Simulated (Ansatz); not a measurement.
A family of molecules: the atomisation energy (no zero-point term)

Gas-phase molecules, one atom swapped for its congeners: C2H8OSi `CCO[SiH3]`; C2H8SSi `CCS[SiH3]`; C2H8SeSi `CC[Se][SiH3]`; C2H8SiTe `CC[Te][SiH3]`. All are singlets with charge 0.

Shapes, held fixed at every level: PBE0-D4/def2-TZVP. Flexible molecules stand in one conformer, not always the lowest. Programs: Ansatz 0.2.0. Values in eV.

```tsv
level	C2H8OSi	C2H8SSi	C2H8SeSi	C2H8SiTe
HF/def2-SVP	34.02	32.55	31.93	31.06
B3LYP-D4/def2-TZVPP	45.16	43.05	42.34	41.53
wB97M-V/def2-TZVPP	45.24	43.22	42.34	41.44
CCSD(T)/def2-SVP	42.87	40.77	40.11	39.21
CCSD/def2-TZVPP	43.70	41.59	40.97	40.10
CCSD(T)/def2-TZVPP	44.17	42.07	41.45	40.60
```

At CCSD(T)/def2-TZVPP the atomisation energy falls at every step, from 44.17 to 40.60 eV. Every level shows the same order. For atoms past krypton def2 sets carry core potentials with scalar relativity. Relativity is left out for Se. Outer-core shells of Se, Te are correlated, in sets that cover them unevenly. Spin-orbit coupling, which grows down the group, is left out (summed over each molecule's free atoms 0.04, 0.05, 0.14, 0.29 eV). Coupled cluster in double- or triple-zeta sets underbinds by a few per cent against its basis-set limit. CCSD also lacks the triples, which bind further.
